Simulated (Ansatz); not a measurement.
Geometry optimisation, Ansatz 0.2.0, RKS B3LYP-D4/def2-SVP.

input.yaml

```yaml
crystal:
  periodic: [false, false, false]
  atoms:
    - { symbol: Al, position_ang: [0.213362, 1.07187, -0.881151] }
    - { symbol: "N", position_ang: [1.185743, -0.484159, -0.520784] }
    - { symbol: H, position_ang: [-1.085909, 0.878663, -1.760862] }
    - { symbol: H, position_ang: [0.779576, 2.43184, -0.312505] }
    - { symbol: H, position_ang: [-0.307946, -0.750751, 1.234396] }
    - { symbol: Se, position_ang: [-1.46012, -0.343905, 2.107371] }
    - { symbol: H, position_ang: [2.097484, -0.49378, -0.07104] }
    - { symbol: H, position_ang: [0.996286, -1.390161, -0.940845] }
    - { symbol: H, position_ang: [-2.418576, -0.919517, 1.14552] }
basis:
  gaussian: { orbitals: def2-SVP }
hamiltonian:
  xc: b3lyp
  dispersion: d4
relax:
  f_tol: 0.03
  max_steps: 50
output:
  orbitals: {}
```

Launched with:

```bash
$ ansatz run input.yaml --threads 2 --pin off --max-ram 3072MiB --backend cpu --events-out ev --progress --plain --runs-dir out
```

Question: Where does it end, and by what steps?

Answer: It converged. The force dipped under the threshold on the way, but the program's further checks kept it going. After 25 steps the energy has fallen by 0.183 eV; H5 moved furthest, 1.26 Å. Joined: Al1–Se6.

```csv
step,energy less start (eV),largest force component (eV/Å),accepted
0,0.0000,1.297,yes
1,-0.0657,0.427,yes
2,-0.0943,0.167,yes
3,-0.1025,0.568,yes
4,-0.1240,0.260,yes
5,-0.1347,0.122,yes
6,-0.1411,0.194,yes
7,-0.1479,0.272,yes
8,-0.1515,0.238,yes
9,-0.1600,0.114,yes
10,-0.1667,0.065,yes
11,-0.1687,0.052,yes
12,-0.1698,0.081,yes
13,-0.1710,0.088,yes
14,-0.1722,0.109,yes
15,-0.1734,0.207,yes
16,-0.1749,0.196,yes
17,-0.1773,0.163,yes
18,-0.1780,0.208,yes
19,-0.1795,0.198,yes
20,-0.1819,0.016,yes
21,-0.1824,0.023,yes
22,-0.1823,0.115,no
23,-0.1827,0.030,yes
24,-0.1829,0.039,yes
25,-0.1829,0.026,yes
```

```xyz
9
Properties=species:S:1:pos:R:3
Al 0.136 0.857 -0.651
N 1.254 -0.527 -0.845
H -1.082 0.948 -1.668
H 0.668 2.099 0.188
H -0.629 -0.370 2.394
Se -1.660 0.139 1.467
H 2.154 -0.617 -0.384
H 1.118 -1.304 -1.485
H -1.958 -1.224 0.985
```

Time of the run: 40 s on 2 threads of Intel(R) Xeon(R) Platinum 8488C (Sapphire Rapids), with other jobs on the host, peak memory 0.22 GiB.
